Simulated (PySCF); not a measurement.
ReOCl5, SMILES [O]=[Re]([Cl])([Cl])([Cl])([Cl])[Cl], multiplicity 1.

The structure is a stationary point at PBE-D3(BJ)/def2-SVP. The multiplicity is an assumed one; other spin states were not compared. The def2 effective core potentials stand for the cores of Re; spin–orbit coupling is left out.

All values below come from PBE-D3(BJ)/def2-SVP (PySCF).

Frequencies are harmonic and unscaled.

Modes within 1.5 cm⁻¹ of each other (mostly degenerate sets) share a row, with their intensities summed.

| mode | ν (cm⁻¹) | IR (km/mol) | moving atoms (share of kinetic energy) |
|---|---|---|---|
| 1–2 | 78 | 1.2 | Cl 79 %, O 21 % |
| 3 | 114 | 0.0 | Cl 100 % |
| 4–5 | 168 | 38.9 | Cl 70 %, Re 27 % |
| 6 | 185 | 4.1 | Cl 64 %, Re 33 % |
| 7 | 198 | 0.0 | Cl 100 % |
| 8–9 | 246 | 42.0 | O 57 %, Cl 37 % |
| 10 | 310 | 29.7 | Cl 94 % |
| 11 | 315 | 0.0 | Cl 100 % |
| 12–13 | 350 | 136.1 | Cl 78 %, Re 17 % |
| 14 | 368 | 6.3 | Cl 95 % |
| 15 | 945 | 99.7 | O 92 % |
